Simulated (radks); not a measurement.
Task: Radial electron density D(r) = 4 pi r^2 rho(r) of an atom or ion with 9 electrons. Method: scalar-relativistic Kohn-Sham, BLYP, spin-polarised, spherical densities, finite nucleus; Fermi nuclear charge, rms radius of each element as measured or else 0.836 A^(1/3) + 0.57 fm; computed with a radial shooting solver on a logarithmic mesh with Libxc functionals.

r (bohr),D(r) (e/bohr),spin D(r)
0.007914,2.006,-0.000138
0.009666,2.811,-0.000117
0.01181,3.887,0.00000330
0.01431,5.226,0.000336
0.01747,6.980,0.00118
0.02134,9.105,0.00309
0.02586,11.44,0.00694
0.03158,14.03,0.0151
0.03858,16.50,0.0311
0.04674,18.40,0.0599
0.05709,19.46,0.114
0.06973,19.25,0.209
0.08449,17.84,0.357
0.1032,15.55,0.595
0.126,13.33,0.934
0.1527,12.27,1.35
0.1865,12.87,1.83
0.2278,14.82,2.26
0.2761,16.66,2.48
0.3372,16.89,2.38
0.4118,14.55,1.96
0.499,10.47,1.36
0.6095,5.907,0.742
0.7444,2.531,0.310
0.902,0.8257,0.0994
1.102,0.1766,0.0208
1.346,0.02398,0.00276

What is the nuclear charge?

Result: Z = 17. The innermost maximum, from 1s, lies near gamma/Z bohr with gamma = sqrt(1 - (Z/c)^2) = 0.992, here 0.0584 bohr (found: 0.0614), and its height grows with Z. The density is that of the chlorine ion Cl8+ in [He] 2s2 2p5; the configuration itself is not fixed sharply by these data, and Z only to about a unit. D(r) has 2 maxima, at r = 0.0614, 0.311 bohr, and minima at 0.158 bohr, inside which lie 2.21 electrons.
